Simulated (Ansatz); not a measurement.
`C[Si](C)(F)S` + HCl → `C[Si](F)(S)Cl` + CH₄ at 700 K and 1 bar (ligand exchange at the Si–C bond).

Gas-phase electronic energies from Ansatz, PBE0-D4/def2-TZVP geometries. CBS: MP2 limit from def2 TZ/QZ plus the TZ coupled-cluster correction, frozen cores. This one scheme is used for every species. Each species was taken in one conformer, which may not be the lowest.

```tsv
species	CCSD(T)/CBS energy (Eh)	H − E (kJ/mol)	S (J/(mol·K))
`C[Si](C)(F)S`	-867.09893	317.1	509.2
HCl	-460.38127	38.4	211.8
`C[Si](F)(S)Cl`	-1287.05862	213.3	474.8
CH₄	-40.46206	145.9	224.0
```

H − E and S are ideal-gas, rigid-rotor, harmonic terms from PBE0-D4/def2-TZVP, for one conformer and one mirror image of each species. 1 Eh = 2625.50 kJ/mol, R = 8.31446 J/(mol·K).

Task: By hand: ΔE, ΔH, ΔS and ΔG.

Result: ΔE = (-1287.05862) + (-40.46206) − (-867.09893) − (-460.38127) = -0.04048 Eh = -106.3 kJ/mol. Δ(H − E) = 213.3 + 145.9 − 317.1 − 38.4 = 3.7, so ΔH = -102.6 kJ/mol. ΔS = 474.8 + 224.0 − 509.2 − 211.8 = -22.2 J/(mol·K). ΔG = -102.6 − 700 × (-22.2)/1000 = -87.1 kJ/mol.

Task: By hand: the equilibrium constant, and the temperature at which ΔG would vanish if ΔH and ΔS stayed fixed.

Result: log₁₀ K = −ΔG/(RT ln 10) = 6.5. ΔG = 0 at ΔH/ΔS = 4622 K, far beyond where these terms or the molecules hold.

ΔH outweighs TΔS. A doubt of 5 kJ/mol in ΔE shifts log₁₀ K by 0.4 here. Other conformers and mirror images would add mixing entropy, several J/(mol·K) or more a flexible species. These are equilibria of isolated gas molecules and say nothing of rates. Largest T1 diagnostic: 0.011 (customary marks: 0.02 for closed shells, 0.045 for open ones).
